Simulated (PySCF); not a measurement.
## Fractional electron number in Cd⁺ (cadmium, charge +1)

The 5s alpha orbital of [Kr] 4d10 5s1 is emptied in steps (occupation f), with all orbitals relaxed, ending at [Kr] 4d10. Calculation: PySCF 2.14, in aug-cc-pVDZ-PP with ECP28MDF; a scalar-relativistic core potential. The exact energy is a straight line in f; departures are measured from the line between the end points of the same method.

```csv
f,UHF (eV),LDA (eV),PBE (eV),PBE0 (eV),r2SCAN (eV),LC-wPBE (eV),BHandHLYP (eV),wB97X (eV),BLYP (eV)
1,0.000,0.000,0.000,0.000,0.000,0.000,0.000,0.000,0.000
0.75,0.024,-0.705,-0.706,-0.513,-0.623,-0.041,-0.354,-0.081,-0.725
0.5,0.031,-0.939,-0.946,-0.685,-0.828,-0.057,-0.475,-0.097,-0.971
0.25,0.023,-0.702,-0.712,-0.515,-0.620,-0.046,-0.359,-0.065,-0.731
0,0.000,0.000,0.000,0.000,0.000,0.000,0.000,0.000,0.000
```

| method | E(f=0) − E(f=1) (eV) | −ε at f=1 (eV) | −ε at f=0.5 (eV) |
| --- | --- | --- | --- |
| UHF | 15.499 | 15.629 | 15.497 |
| LDA | 17.673 | 13.916 | 17.680 |
| PBE | 17.304 | 13.556 | 17.287 |
| PBE0 | 16.956 | 14.229 | 16.949 |
| r2SCAN | 17.103 | 13.796 | 17.123 |
| LC-wPBE | 16.725 | 16.505 | 16.709 |
| BHandHLYP | 16.768 | 14.886 | 16.756 |
| wB97X | 16.568 | 16.105 | 16.613 |
| BLYP | 17.408 | 13.554 | 17.392 |

Orbital energy along the path (eV):

```csv
f,UHF,LDA,PBE,PBE0,r2SCAN,LC-wPBE,BHandHLYP,wB97X,BLYP
1,-15.629,-13.916,-13.556,-14.229,-13.796,-16.505,-14.886,-16.105,-13.554
0.75,-15.561,-15.795,-15.408,-15.584,-15.434,-16.612,-15.817,-16.381,-15.462
0.5,-15.497,-17.680,-17.287,-16.949,-17.123,-16.709,-16.756,-16.613,-17.392
0.25,-15.436,-19.557,-19.196,-18.329,-18.760,-16.831,-17.710,-16.762,-19.345
0,-15.379,-21.387,-21.091,-19.677,-20.382,-16.990,-18.701,-16.893,-21.320
```

Reference removal energy between the ground levels: 16.908 eV (measured; NIST Atomic Spectra Database, ionization energies). UHF lacks correlation.
